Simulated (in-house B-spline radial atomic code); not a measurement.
P II (P+) is squeezed into an impenetrable sphere of radius R (the orbitals vanish at R). No spin polarisation. Method: scalar-relativistic (X2C) PBE, spherical fractional occupations, Fermi nucleus of rms radius 3.1889 fm. Calculated with an all-electron radial atomic-structure program (B-spline basis).

Energies in eV above the free ion in [Ne] 3s2 3p2:

```csv
R (bohr),highest level (eV),[Ne] 3s2 3p2,[Ne] 3s1 3p2 3d1,[Ne] 3s1 3p3
7.08,-14.2,0.01703,20.35,9.139
6.8,-14.2,0.02799,20.43,9.152
5.48,-13.8,0.2814,21.33,9.459
4.55,-12.8,1.403,23.57,10.78
3.31,-6.7,12.19,38,22.79
2.85,0.125,27.81,55.86,39.53
2.41,13.3,63.05,93.01,76.34
2.13,28.8,108.9,138.8,123.4
1.63,90.9,317.8,335,332.6
1.57,104,365.8,378.8,380.1
```

Question: Does [Ne] 3s1 3p2 3d1 fall below [Ne] 3s2 3p2 under compression?

Answer: No, it stays above over the whole range.

Question: Does [Ne] 3s1 3p3 fall below [Ne] 3s2 3p2 under compression?

Answer: No, it stays above over the whole range.

The highest level is first positive in the row R = 2.85 bohr, pushed up by confinement above the zero of the free ion's potential. Each configuration is held fixed and needn't be the lowest in the sphere.
